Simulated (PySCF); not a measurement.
Mapped SMILES: `[CH3:1]/[CH:2]=[C:3](/[O:4][CH3:5])[C:6](=[O:7])[F:8]`; H(Xn) means a hydrogen on atom n.

Geometry: PBE0-D3(BJ)/def2-SVP; GIAO absolute shieldings from PySCF 2.14, gas phase, non-relativistic, averaged over equivalent atoms.

At mPW1PW91/pcSseg-1 (171 basis functions, 37 s wall time on 1 thread of an Arm Neoverse N1, shared host):
| atoms | σ (ppm) |
| --- | --- |
| C6 | 23.5 |
| C3 | 34.5 |
| C2 | 62.0 |
| C5 | 129.8 |
| C1 | 167.4 |
| O7 | -111.9 |
| O4 | 231.0 |
| F8 | 151.4 |
| H(C2) | 26.00 |
| H(C5) | 27.88 |
| H(C1) | 29.16 |

Estimate the result of repeating the calculation with PBE0/pcSseg-1.

Results:


```json
{"atoms": "C6", "σ at PBE0/pcSseg-1": "24.4", "change": "+0.9"}
{"atoms": "C3", "σ at PBE0/pcSseg-1": "35.5", "change": "+1.0"}
{"atoms": "C2", "σ at PBE0/pcSseg-1": "63.1", "change": "+1.1"}
{"atoms": "C5", "σ at PBE0/pcSseg-1": "130.7", "change": "+0.9"}
{"atoms": "C1", "σ at PBE0/pcSseg-1": "168.4", "change": "+1.0"}
{"atoms": "O7", "σ at PBE0/pcSseg-1": "-111.1", "change": "+0.8"}
{"atoms": "O4", "σ at PBE0/pcSseg-1": "231.6", "change": "+0.6"}
{"atoms": "F8", "σ at PBE0/pcSseg-1": "150.8", "change": "-0.6"}
{"atoms": "H(C2)", "σ at PBE0/pcSseg-1": "25.95", "change": "-0.05"}
{"atoms": "H(C5)", "σ at PBE0/pcSseg-1": "27.83", "change": "-0.05"}
{"atoms": "H(C1)", "σ at PBE0/pcSseg-1": "29.12", "change": "-0.04"}
```

The largest change is at C2 (β carbon of a C=C–C=O unit). Cost: 171 basis functions, 49 s wall time on 1 thread of an Arm Neoverse N1, shared host. The order of the carbon signals is the same at both levels.
